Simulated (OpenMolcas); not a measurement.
Ta2+ (d3) among equal point charges was computed by CASSCF with the d shell active (OpenMolcas, ANO-RCC-VTZP on the metal). Its lowest spin-free states, and all those of the highest spin:

| 2S+1 | Degeneracy | E (cm-1) |
| --- | --- | --- |
| 4 | 1 | 0.0 |
| 4 | 2 | 5699 |
| 2 | 2 | 10051 |
| 2 | 2 | 10106 |
| 2 | 1 | 13100 |
| 4 | 2 | 13558 |
| 2 | 1 | 14417 |
| 2 | 2 | 14878 |
| 2 | 2 | 16048 |
| 2 | 2 | 16898 |
| 4 | 2 | 17149 |
| 4 | 2 | 19348 |
| 4 | 1 | 36867 |

Problem. Is the site octahedral, tetrahedral or cube-like, axial, or of lower symmetry?

Solution. The states with 2S+1 = 4 have orbital degeneracies 1, 2, 2, 2, 2, 1. There are pairs but no triples, so the site is axial: not cubic, but with a proper or improper axis of order three or more. The run had Ta2+ among 6 point charges of -1 e arranged as a trigonal prism (D3h), 2.12 Å from the ion, with a polar angle of 43.7° against the regular 49.1°. The active orbitals were held to one l.

Without dynamic correlation the repulsion within the d shell is too large (B by tens of per cent), so at a given field states of lower spin stand too high. Point charges carry no covalency, so the field is a model and not that of real ligands. An unlabelled pair can be two single states that coincide in this model. No measured value stands beside these numbers.
